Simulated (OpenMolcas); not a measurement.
## O I: Slater's ratio, worked from levels

```json
{"Program": "OpenMolcas", "Basis": "ANO-RCC-VTZP [4s3p2d1f]", "Scalar Hamiltonian": "DKH2, point nucleus", "Active space": "6 electrons in 8 orbitals (2s 2p 3s 3p)", "State averaging": "2S+1 = 3 even, 3 roots; 2S+1 = 1 even, 6 roots", "Spin-orbit coupling": "RASSI with atomic mean-field integrals over the reference wave functions, term energies averaged over their components"}
```

Methods: CASSCF; SS-CASPT2, IPEA 0.25 Eh, imaginary shift 0.1 Eh (closed shells correlated: 1s). Measured levels: NIST Handbook of Basic Atomic Spectroscopic Data.

**Slater's ratio.** With one set of orbitals, p4 has 1D - 3P = 6 F2 and 1S - 1D = 9 F2 (F2 = F²/25), a ratio of 3/2. Term energies are centres of gravity, weighted by 2J + 1.

| Source | 1D - 3P | 1S - 3P | F2 from the first | Ratio |
| --- | --- | --- | --- | --- |
| CASSCF | 17543 | 30379 | 2924 | 0.732 |
| SS-CASPT2 | 16379 | 33936 | 2730 | 1.072 |
| measured | 15790 | 33715 | 2632 | 1.135 |

Energies in cm-1. A ratio away from 3/2 shows effects beyond one configuration with one set of orbitals, and in heavier atoms second-order spin-orbit shifts. In CASSCF the valence s occupation is 1.93 in 1S against 2.00 in 1D: mixing out of s² acts most on 1S and pulls it down.

CASPT2 does not keep the components of a term degenerate, so their means are used; among the terms shown or strongly mixed into the levels shown the widest spread is 12 cm-1 (2s2 2p4 1D, SS-CASPT2). Active for correlation alone: 3p 3s; no level in the range computed is led by a configuration that fills them, so any true level of that kind is missing. Without dynamic correlation excited terms often stand tens of per cent too high (terms of higher spin than the ground term too low), and those without a measured partner can miss by more than the paired ones (holds for CASSCF). Computed and measured levels are paired by configuration, term and J; levels that our copy of the source lacks, or whose pairing is in doubt (as where it misses far off the trend of its configuration), stay unpaired and out of the deviations. Levels of configurations outside the active space are missing.
